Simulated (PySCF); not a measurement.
C$_{6}$H$_{12}$O, charge +1, doublet, at a GFN2-xTB geometry (a state made from the parent by changing its charge; the spin is typed, not shown lowest), with bond 11-2 at 1.6 times its length. Base run: PBE0/3-21G (PySCF).

Geometry (Å):
```xyz
19

C     -1.9591    -1.5915     0.5259
C     -0.9894    -0.3837     0.6217
C     -1.6845     0.8660     0.1643
C      0.2243    -0.7141    -0.2467
C      1.1939     0.4579    -0.3169
C      2.6153     0.0503    -0.5355
O      0.8425     1.5979    -0.2182
H     -1.4583    -2.4940     0.8635
H     -2.8158    -1.3968     1.1645
H     -2.3073    -1.7366    -0.4931
H     -0.4910    -0.2250     2.2925
H     -2.1238     0.7694    -0.8276
H     -2.4185     1.2316     0.8790
H     -0.9043     1.6642     0.0854
H     -0.0794    -0.8884    -1.2860
H      0.7375    -1.6083     0.1066
H      3.0280    -0.2459     0.4314
H      3.1887     0.8957    -0.9117
H      2.6876    -0.8000    -1.2091
```
Charge +1, spin multiplicity 2.
Orbitals are unrestricted.
All else is at PySCF's defaults.
Base energy -308.61028 Eh.

Variants of this job, named by their change:

```json
[
 {"change": "base", "ΔE vs base (µEh)": "0.0", "SCF cycles": "19", "<S^2>": "0.758", "outcome": "converged"},
 {"change": "level_shift = 0.5 (with mf.max_cycle = 100)", "ΔE vs base (µEh)": "0.0", "SCF cycles": "77", "<S^2>": "0.758", "outcome": "converged"},
 {"change": "conv_tol = 1e-12", "ΔE vs base (µEh)": "0.0", "SCF cycles": "24", "<S^2>": "0.758", "outcome": "converged"},
 {"change": "damp = 0.5; diis_start_cycle = 5", "ΔE vs base (µEh)": "0.0", "SCF cycles": "23", "<S^2>": "0.758", "outcome": "converged"},
 {"change": "init_guess = sap", "ΔE vs base (µEh)": "0.0", "SCF cycles": "20", "<S^2>": "0.758", "outcome": "converged"},
 {"change": "init_guess = atom", "ΔE vs base (µEh)": "0.0", "SCF cycles": "18", "<S^2>": "0.758", "outcome": "converged"},
 {"change": "diis = off (with mf.max_cycle = 100)", "ΔE vs base (µEh)": "-", "SCF cycles": "100", "<S^2>": "-", "outcome": "not converged"},
 {"change": "diis_space = 12", "ΔE vs base (µEh)": "0.0", "SCF cycles": "18", "<S^2>": "0.758", "outcome": "converged"},
 {"change": "conv_tol_grad = 1e-3", "ΔE vs base (µEh)": "0.0", "SCF cycles": "19", "<S^2>": "0.758", "outcome": "converged"},
 {"change": "diis_space = 4", "ΔE vs base (µEh)": "0.0", "SCF cycles": "34", "<S^2>": "0.758", "outcome": "converged"},
 {"change": "level_shift = 0.3 (with mf.max_cycle = 100)", "ΔE vs base (µEh)": "0.0", "SCF cycles": "42", "<S^2>": "0.758", "outcome": "converged"},
 {"change": "conv_tol_grad = 1e-7", "ΔE vs base (µEh)": "0.0", "SCF cycles": "26", "<S^2>": "0.758", "outcome": "converged"},
 {"change": "conv_tol = 1e-11", "ΔE vs base (µEh)": "0.0", "SCF cycles": "22", "<S^2>": "0.758", "outcome": "converged"}
]
```

Open shells are given as the SCF converged; they aren't shown to be the lowest states, and a large step between rows can be another state.
